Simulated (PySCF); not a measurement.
# Working with the constants of KIn⁺

MN15 constants of KIn⁺, ²Σ⁺ (doublet), unpaired electrons σ ↑ (basis K def2-SVPD, In def2-SVPD with ECP28; scalar-relativistic core potentials; PySCF 2.14; masses 38.9637 and 114.9039 u):

```
ωe              : 67.7 cm⁻¹
ωexe            : 0.268 cm⁻¹
Be              : 0.036338 cm⁻¹
αe              : 0.000225 cm⁻¹
D (centrifugal) : 4.19e-08 cm⁻¹
De to K⁺ + In   : 0.54 eV
```

Q: Give the vibrational terms G(v) and spacings up to v = 6.

A: G(v) = ωe(v+½) − ωexe(v+½)².

| v | G(v) (cm⁻¹) | G(v) − G(v−1) | Bv (cm⁻¹) |
| --- | --- | --- | --- |
| 0 | 33.8 |  | 0.03623 |
| 1 | 100.9 | 67.2 | 0.03600 |
| 2 | 167.6 | 66.6 | 0.03578 |
| 3 | 233.7 | 66.1 | 0.03555 |
| 4 | 299.2 | 65.6 | 0.03533 |
| 5 | 364.2 | 65.0 | 0.03510 |
| 6 | 428.7 | 64.5 | 0.03488 |

Q: How well does the Morse estimate ωe²/(4ωexe) reproduce De, and what is D0?

A: It gives 0.53 eV, 98 % of the computed De. D0 = De − G(0) = 0.54 − 0.00 = 0.54 eV.

Spin–orbit coupling is left out, which matters for elements this heavy, above all for dissociation energies. For an ion De counts to the pair picked by the measured ionisation energies or electron affinities, which need not be the lowest pair at this level. The state was picked by a PBE0 search and need not be the measured ground state.
